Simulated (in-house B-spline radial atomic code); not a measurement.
Response of Sn²⁺ as one setting changes: the radius of a hard wall (bohr). Method: PBE0. A dash marks a strongly mixed or unbound state. A box has no continuum, so excitations may lie above minus the highest level. Computed with an all-electron radial atomic-structure program (B-spline basis): linear response of the closed shell [Kr] 4d10 5s2 with the functional's adiabatic kernel; scalar-relativistic (spin-free one-electron X2C), finite nucleus, no spin-orbit coupling, no double excitations, S, P, D and F terms only; shells from n = 3 respond. Only terms of natural parity with L up to 3 were computed.

```
radius of a hard wall (bohr)  lowest 1P (eV)  lowest 3P, Tamm-Dancoff (eV)  minus highest occupied level (eV)  α (bohr³)
                         2.5  5s → 5p 20.734                5s → 5p 16.344                             -1.283      3.608
                           3  5s → 5p 15.978                5s → 5p 12.008                             15.674        5.8
                         3.5  5s → 5p 13.320                 5s → 5p 9.699                             22.211      8.159
                           4               ?                             ?                                  ?          ?
                         4.5  5s → 5p 10.884                 5s → 5p 7.744                             26.106      12.26
                         5.5  5s → 5p 10.058                 5s → 5p 7.164                             26.836      14.54
                         6.5               ?                             ?                                  ?          ?
                           8   5s → 5p 9.730                 5s → 5p 6.976                             26.983      15.56
                          10   5s → 5p 9.723                 5s → 5p 6.973                             26.984      15.57
                          15   5s → 5p 9.722                 5s → 5p 6.973                             26.984      15.57
```

Task: What belongs in the row for 6.5?

Result: lowest 1P (eV): 5s → 5p 9.805; lowest 3P, Tamm-Dancoff (eV): 5s → 5p 7.012; minus highest occupied level (eV): 26.963; α (bohr³): 15.34.

Task: What belongs in the row for 4?

Result: lowest 1P (eV): 5s → 5p 11.785; lowest 3P, Tamm-Dancoff (eV): 5s → 5p 8.439; minus highest occupied level (eV): 24.930; α (bohr³): 10.39.
